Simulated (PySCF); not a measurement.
CH₃BrF₂Ge, SMILES [CH3][Ge]([F])([F])[Br].

Coordinates come from a TPSSh-D3(BJ)/def2-SVP optimisation.

Calculation: TPSSh-D3(BJ)/def2-SVP in PySCF.

Frequencies are harmonic and unscaled.

Computed normal modes with their intensities:
```csv
mode,ν (cm⁻¹),IR (km/mol),Raman (Å⁴/amu),depolarisation,moving atoms (share of kinetic energy)
1,77,0.0,0.0,–,H 99 %
2,129,0.9,2.1,0.70,"C 41 %, H 22 %, F 14 %, Br 13 %, Ge 10 %"
3,151,1.2,1.3,0.75,"F 78 %, Br 11 %"
4,176,2.2,1.0,0.75,"F 29 %, C 26 %, Ge 22 %, H 21 %"
5,208,15.1,3.5,0.47,"F 61 %, Br 24 %"
6,240,24.4,1.3,0.68,"F 76 %, Ge 19 %"
7,323,63.2,5.4,0.13,"Ge 51 %, Br 38 %"
8,614,24.6,19.2,0.14,"C 61 %, H 17 %, Ge 14 %"
9,721,71.8,3.9,0.14,"F 76 %, Ge 20 %"
10,734,61.8,2.7,0.75,"F 75 %, Ge 22 %"
11,812,56.7,1.4,0.73,"H 78 %, C 19 %"
12,817,32.9,0.8,0.75,"H 77 %, C 18 %"
13,1267,5.3,3.6,0.17,"H 80 %, C 19 %"
14,1442,6.8,10.5,0.75,H 96 %
15,1446,2.8,9.0,0.75,H 96 %
16,3057,0.1,137.8,0.01,H 98 %
17,3173,0.0,98.0,0.73,"H 90 %, C 10 %"
18,3176,0.0,63.5,0.75,"H 90 %, C 10 %"
```
